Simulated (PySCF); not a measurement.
Question: What does the PBE0-D3(BJ)/def2-SVP structure of `FCC1=CC=CBC=C1` look like in three dimensions?

Answer: 
```xyz
17
C7H8BF angstrom
F      3.1543    0.8795   -0.4160
C      2.5136   -0.2710   -0.0581
C      1.0110   -0.1178   -0.0091
C      0.4742    1.1012   -0.3505
C     -0.8769    1.5371   -0.4006
C     -2.0346    0.8526   -0.1170
B     -2.1882   -0.5938    0.3404
C     -1.0090   -1.5439    0.5562
C      0.3317   -1.3047    0.3971
H      2.7808   -1.0623   -0.7822
H      2.8856   -0.5873    0.9332
H      1.2137    1.8570   -0.6280
H     -0.9801    2.5829   -0.7173
H     -2.9470    1.4489   -0.2440
H     -3.3060   -1.0197    0.5453
H     -1.2376   -2.5659    0.8848
H      1.0094   -2.1443    0.6122
```

Orientation and origin are arbitrary. Atoms count from 1 in this order. B7 (ring boron) is planar (angles 123.6°, 118.4° and 117.9°, sum 360.0°, 0.00 Å off the plane of its three neighbours). Of the pairs four or more bonds apart, F1···H12 is among the closest relative to their van der Waals radii: 2.18 Å, 82 % of the sum of Bondi's values. The 6 C–C bonds span 1.371 Å (C8=C9, drawn double) to 1.511 Å (C2–C3, drawn single), a spread of 0.140 Å. The 7-membered ring C3–C4–C5–C6–B7–C8–C9 has internal angles of 123.6° to 130.7°; it is planar, 0.00 Å rms from its mean plane, widest ring torsion 0°.

Bonds between heavy atoms (Å): F1–C2 1.365, C2–C3 1.511, C3=C4 1.375, C4–C5 1.421, C5=C6 1.374, C6–B7 1.525, B7–C8 1.530, C8=C9 1.371, C3–C9 1.427.

Method used: PBE0-D3(BJ)/def2-SVP geometry optimisation, gas phase in PySCF.

No PBE0-D3(BJ)/def2-SVP frequencies stand behind this structure, so it isn't proved a minimum. One conformer, not necessarily the lowest (F1–C2–C3–C4 2°).
